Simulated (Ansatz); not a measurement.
FSn, charge +1, singlet, at a GFN2-xTB geometry (such geometries of metal compounds can be far from the true shape) (core potentials on Sn). Base run: Ansatz (a program for electronic structure) with HF/def2-TZVP.

The Ansatz input:
Ansatz 0.2 input:
```yaml
crystal:
  periodic: [false, false, false]
  atoms:
    - {symbol: Sn, position_ang: [-0.00000000, -0.00000000, -0.31245265]}
    - {symbol: F, position_ang: [0.00000000, 0.00000000, 1.73584808]}
basis:
  gaussian:
    orbitals: def2-TZVP
hamiltonian:
  xc: hf
total_charge: 1
```

Variants of this job, named by their change:

```json
[
 {"change": "base", "basis functions": "81", "E (Eh)": "-312.59852"},
 {"change": "basis = ANO-RCC-VDZP; relativity = spin-free X2C; nucleus = Gaussian", "basis functions": "57", "E (Eh)": "-6272.88034"},
 {"change": "basis = x2c-TZVPall; relativity = spin-free X2C; nucleus = Gaussian", "basis functions": "91", "E (Eh)": "-6273.09403"},
 {"change": "basis = jorge-DZP-DKH; relativity = spin-free X2C", "basis functions": "63", "E (Eh)": "-6267.96306"},
 {"change": "basis = ANO-RCC-VDZP; relativity = spin-free X2C", "basis functions": "57", "E (Eh)": "-6273.04765"},
 {"change": "basis = jorge-DZP-DKH; relativity = none", "basis functions": "63", "E (Eh)": "-6061.75916"},
 {"change": "basis = ANO-RCC-VDZP; relativity = none", "basis functions": "57", "E (Eh)": "-5950.37440"},
 {"change": "basis = x2c-TZVPall; relativity = none", "basis functions": "91", "E (Eh)": "-6003.84250"},
 {"change": "basis = jorge-DZP-DKH; relativity = spin-free X2C; nucleus = Gaussian", "basis functions": "63", "E (Eh)": "-6267.82052"},
 {"change": "basis = x2c-TZVPall; relativity = spin-free X2C", "basis functions": "91", "E (Eh)": "-6273.23585"}
]
```

Totals shift with the method and basis; they matter in differences.

Ansatz warned in this series: the basis is contracted for relativity, which the run leaves out.

Basis sets contracted for a relativistic Hamiltonian are a mismatch without it, so the rows without relativity aren't non-relativistic limits. No row has spin-orbit coupling; sets with core potentials leave out the core electrons.
